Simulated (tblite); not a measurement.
Compound: C5H11O2 (doublet state).
Geometry (GFN2-xTB, Å), atoms numbered from 1 in this order:
```xyz
18
C5H11O2 angstrom
C      2.7080    0.3112    0.2861
O      1.9087    1.4497    0.0696
C      0.8137    1.2638   -0.7383
O      0.2107    0.0496   -0.7749
C     -1.1262   -0.0300   -0.2566
C     -1.7267   -1.3325   -0.7664
C     -1.1161    0.0367    1.2695
H      3.4869    0.6134    0.9832
H      3.1587   -0.0309   -0.6514
H      2.1206   -0.5085    0.7098
H      0.1985    2.1534   -0.7776
H     -1.6958    0.8255   -0.6527
H     -1.1502   -2.1754   -0.3943
H     -2.7551   -1.4251   -0.4284
H     -1.7055   -1.3529   -1.8525
H     -0.6039   -0.8315    1.6783
H     -0.6003    0.9350    1.6037
H     -2.1348    0.0551    1.6478
```

Computed values, GFN2-xTB/tblite, gas phase, harmonic and unscaled. Errors from tens to a few hundred cm⁻¹ against measured bands are possible. One conformer, not necessarily the lowest. Open shells enter through the occupations alone, without spin polarisation, and single modes of such species can be off by tens of per cent.

Harmonic wavenumbers (cm⁻¹): 49.9, 69.9, 77.6, 155.5, 174.4, 212.0, 273.5, 290.6, 336.6, 431.5, 472.4, 553.3, 698.1, 860.4, 926.7, 939.4, 964.8, 970.5, 1111.7, 1119.6, 1133.8, 1143.1, 1162.2, 1177.8, 1197.9, 1278.4, 1313.7, 1320.0, 1392.7, 1395.3, 1405.2, 1451.2, 1472.8, 1474.1, 1486.4, 1487.8, 1498.4, 2852.9, 2925.6, 2955.1, 3029.0, 3029.1, 3030.6, 3036.1, 3039.1, 3046.2, 3047.3, 3052.5.

A = 5054, B = 1461, C = 1394 MHz; mass 103.076 u (most abundant isotopes); point group C1, symmetry number 1; spin multiplicity 2.

Problem. What is the zero-point energy?

Solution. ½Σν̃ = 33261 cm⁻¹ = 397.89 kJ/mol.

Problem. Give the ideal-gas entropy at 273.15 K and 1 bar in the rigid-rotor, harmonic-oscillator model (classical rotation).

Solution. Translation 164.85, rotation 115.38, vibration 107.19, spin (R ln 2) 5.76: S = 393.2 J/(mol K).

Problem. And Cp and H(273.15 K) − H(0)?

Solution. Cp = 135.19 J/(mol K), of which vibrations give 101.94 (their classical limit is 48 R = 399.1); H(273.15 K) − H(0) = 24.15 kJ/mol without the zero-point energy, 15.06 from vibrations.

Problem. What must be added to the electronic energy to get the Gibbs energy at 273.15 K and 1 bar?

Solution. ZPE + [H(273.15 K) − H(0)] − T·S = 397.89 + 24.15 − 107.40 = 314.64 kJ/mol.

Problem. Blend soft modes into free rotors: weight 1/[1 + (100 cm⁻¹/ν̃)⁴] for the oscillator and the rest for a rotor with moment μB/(μ + B), μ = h/(8π²ν), B = 10⁻⁴⁴ kg m². What vibrational entropy results?

Solution. 97.31 J/(mol K) in place of 107.19, which changes −T·S at 273.15 K by +2.70 kJ/mol.

Problem. Which modes carry the vibrational entropy at 273.15 K?

Solution. 49.9 cm⁻¹: 19.45; 69.9 cm⁻¹: 16.67; 77.6 cm⁻¹: 15.81; 155.5 cm⁻¹: 10.20; 174.4 cm⁻¹: 9.31; 212.0 cm⁻¹: 7.82 J/(mol K); the other 42 give 27.94 together.

Hindered rotation and anharmonicity are outside this model. Other conformers, if any are populated, would add a mixing term that is left out. The structure is chiral; the term R ln 2 for an equal mix with its mirror image is left out.

Time: 0.49 s of wall time. Hardware: Arm Neoverse V1, one thread, no GPU, shared host with 64 logical CPUs at a one-minute load of 16. This covers the Hessian and the dipole derivatives.
